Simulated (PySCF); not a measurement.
Job file and geometry (Å, from GFN2-xTB) of an NMR shielding run on `C=C1[Si@@H](O)[C@@H]([SiH3])SC[S@]1=O`, C4H10O2S2Si2, PySCF, GIAO PBE0/pcSseg-1 NMR shielding, non-relativistic, gas phase; density fitting, a coarse starting grid and PySCF grid level 2 are the driver's defaults:

```
$ OMP_NUM_THREADS=1 python probes_run.py task.json out

{"job": {"kind": "nmr", "xc": "PBE0", "basis": "pcSseg-1"}, "charge": 0, "multiplicity": 1}
C     -2.650549     0.427475     1.380778
C     -1.756333     0.257338     0.425691
Si    -0.628230    -1.212180     0.033684
O     -0.507111    -1.334895    -1.567356
C      1.035410    -0.651760     0.797300
Si     2.613032    -1.023950    -0.212226
S      0.985973     1.146168     1.190791
C      0.367182     1.834871    -0.349113
S     -1.472408     1.648105    -0.697602
O     -1.486028     1.051437    -2.056746
H     -3.194681     1.351875     1.505265
H     -2.876887    -0.358099     2.083327
H     -1.139350    -2.448801     0.606814
H     -0.852966    -0.559057    -2.063133
H      1.138987    -1.099831     1.785806
H      3.753805    -0.560082     0.577202
H      2.654281    -2.464099    -0.449440
H      2.576826    -0.287696    -1.477537
H      0.559251     2.905406    -0.314612
H      0.874648     1.388454    -1.201927
```

**Question.** Write the output of this run.

**Answer.** 
```
coarse grid: 19216 points
cycle   1  E = -1682.9736227750  dE =  1.581e+00  |g| = 1.084e+00  |ddm| = 4.527e+00
cycle   2  E = -1682.1939796603  dE =  7.796e-01  |g| = 2.238e+00  |ddm| = 3.656e+00
cycle   3  E = -1683.1665889421  dE = -9.726e-01  |g| = 3.390e-01  |ddm| = 3.079e+00
cycle   4  E = -1683.1896949588  dE = -2.311e-02  |g| = 1.364e-01  |ddm| = 5.017e-01
cycle   5  E = -1683.1930926648  dE = -3.398e-03  |g| = 3.730e-02  |ddm| = 1.521e-01
cycle   6  E = -1683.1933753085  dE = -2.826e-04  |g| = 1.033e-02  |ddm| = 4.656e-02
cycle   7  E = -1683.1933994461  dE = -2.414e-05  |g| = 2.729e-03  |ddm| = 1.205e-02
cycle   8  E = -1683.1934011764  dE = -1.730e-06  |g| = 1.027e-03  |ddm| = 4.121e-03
final grid: 168312 points
cycle   9  E = -1683.2768572042  dE = -3.341e-05  |g| = 1.321e-02  |ddm| = 4.115e-02
cycle  10  E = -1683.2767871795  dE =  7.002e-05  |g| = 2.233e-02  |ddm| = 3.420e-02
cycle  11  E = -1683.2768934122  dE = -1.062e-04  |g| = 2.978e-03  |ddm| = 2.402e-02
cycle  12  E = -1683.2768951678  dE = -1.756e-06  |g| = 4.468e-04  |ddm| = 3.035e-03
cycle  13  E = -1683.2768952026  dE = -3.479e-08  |g| = 1.937e-04  |ddm| = 5.994e-04
cycle  14  E = -1683.2768952098  dE = -7.275e-09  |g| = 4.880e-05  |ddm| = 2.292e-04
cycle  15  E = -1683.2768952104  dE = -5.257e-10  |g| = 1.544e-05  |ddm| = 6.633e-05
converged SCF energy = -1683.2768952104

GIAO shielding tensors (ppm)
atom      isotropic    diamagn.    paramagn.     s11        s22        s33       span
  0 C       46.206     250.375    -204.168    -69.767     45.757    162.629    232.395
  1 C       26.766     270.968    -244.201    -80.294      4.679    155.914    236.209
  2 Si     366.638     880.668    -514.030    314.137    346.964    438.812    124.675
  3 O      292.040     392.273    -100.234    262.644    286.894    326.581     63.938
  4 C      169.472     261.741     -92.269    157.118    172.615    178.683     21.564
  5 Si     427.703     879.535    -451.832    388.781    433.719    460.608     71.827
  6 S      502.419    1057.980    -555.561    442.659    489.875    574.722    132.064
  7 C      120.215     257.935    -137.720     68.987    127.841    163.816     94.829
  8 S      114.888    1054.116    -939.228     17.536     44.097    283.032    265.495
  9 O      250.769     399.846    -149.077     64.025    268.567    419.714    355.689
 10 H       25.316      29.820      -4.504     21.103     24.747     30.100      8.997
 11 H       25.333      30.085      -4.752     21.744     24.472     29.783      8.039
 12 H       26.090      29.642      -3.552     22.538     23.845     31.886      9.347
 13 H       24.582      30.371      -5.789     10.557     19.949     43.240     32.683
 14 H       30.592      33.241      -2.649     25.331     27.819     38.626     13.295
 15 H       27.694      28.993      -1.299     23.785     25.656     33.640      9.855
 16 H       27.404      28.416      -1.012     23.133     25.248     33.832     10.699
 17 H       27.324      28.995      -1.672     23.236     27.564     31.172      7.936
 18 H       27.377      31.096      -3.719     22.515     26.889     32.727     10.212
 19 H       27.880      32.981      -5.101     24.045     28.286     31.309      7.264
```

**Question.** Turn these shieldings into chemical shifts. Chemical shifts δ = σref − σ; TMS for ¹³C (σ = 186.93 ppm) and ²⁹Si (σ = 349.16 ppm) and ¹H (σ = 31.72 ppm); H2O for ¹⁷O (σ = 336.08 ppm); CS2 for ³³S (σ = 503.73 ppm), all at this level.

**Answer.** Averaging equivalent atoms: C 1: 160.2; C 0: 140.7; C 7: 66.7; C 4: 17.5; Si 2: -17.5; Si 5: -78.5; O 9: 85.3; O 3: 44.0; S 8: 389; S 6: 1; H 13: 7.13; H 10: 6.40; H 11: 6.38; H 12: 5.63; H 18: 4.34; H 15/16/17: 4.24; H 19: 3.84; H 14: 1.12 ppm. Experimental scales use liquid or dissolved standards, which lie at an offset from isolated H2O (liquid H2O: subtract about 36 ppm).

Size and cost of the density-fitted run: 248 basis functions, 95 s wall time on 1 thread of an Arm Neoverse V1, shared host; peak memory 1.1 GiB.
